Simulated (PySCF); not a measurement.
Vertical excitations of a molecule C5H6Se from TDA-M06-2X/def2-SVPD run with PySCF, as energy in eV (oscillator strength): 3.95 (0.000), 4.83 (0.122), 5.26 (0.010), 5.41 (0.117), 5.69 (0.001), 5.94 (0.002), 6.46 (0.005), 6.57 (0.007), 6.72 (0.008), 6.76 (0.030). Lowest triplet (TDA): 3.63 eV. Geometry optimised at PBE-D3(BJ)/def2-SVP. Other conformers were not sampled.

**Question.** Which structure fits?
A) C#CC1C[Se]C1
B) C=C1CC=C[Se]1
C) C=C=C[Se]C=C
D) C1=C[Se]C=CC1

**Answer.** B, C=C1CC=C[Se]1
